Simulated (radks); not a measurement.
Valence configurations of Br3+ (all share [Ar]). Calculated with a radial shooting solver on a logarithmic mesh with Libxc functionals: Dirac Kohn-Sham, PBE, spin-unpolarised, spherical densities, finite nucleus; open shells fill j = l - 1/2 first; Fermi nuclear charge, rms radius 4.1629 fm. Energies are relative to 3d10 4s2 4p2; eigenvalues in eV.

| valence | E (eV) | e(3d3/2) | e(3d5/2) | e(4p1/2) | e(4p3/2) | e(4s1/2) |
|---|---|---|---|---|---|---|
| 3d10 4s2 4p2 | 0.000 | -105.45 | -104.36 | -40.261 | - | -54.062 |
| 3d9 4s2 4p3 | 70.224 | -119.19 | -118.05 | -43.153 | -42.336 | -57.682 |
| 3d9.5 4s2 4p2.5 | 33.752 | -112.27 | -111.15 | -41.719 | -40.946 | -55.889 |
| 3d8.5 4s2 4p3.5 | 109.48 | -126.23 | -125.06 | -44.566 | -43.704 | -59.444 |
| 3d10 4s1 4p3 | 14.588 | -107.00 | -105.91 | -40.997 | -40.255 | -54.899 |
| 3d8 4s2 4p4 | 151.60 | -133.38 | -132.18 | -45.961 | -45.054 | -61.178 |
| 3d9 4s1 4p4 | 85.622 | -120.66 | -119.51 | -43.835 | -43.005 | -58.455 |
| 3d9.5 4s1 4p3.5 | 48.749 | -113.77 | -112.65 | -42.427 | -41.641 | -56.692 |
| 3d10 4p4 | 29.288 | -108.52 | -107.43 | -41.709 | -40.954 | - |

NIST lists [Ar] 3d10 4s2 4p2 as the ground configuration; this level of theory agrees among the configurations tried. The energies are those of spherical spin-averaged densities, not of single terms.
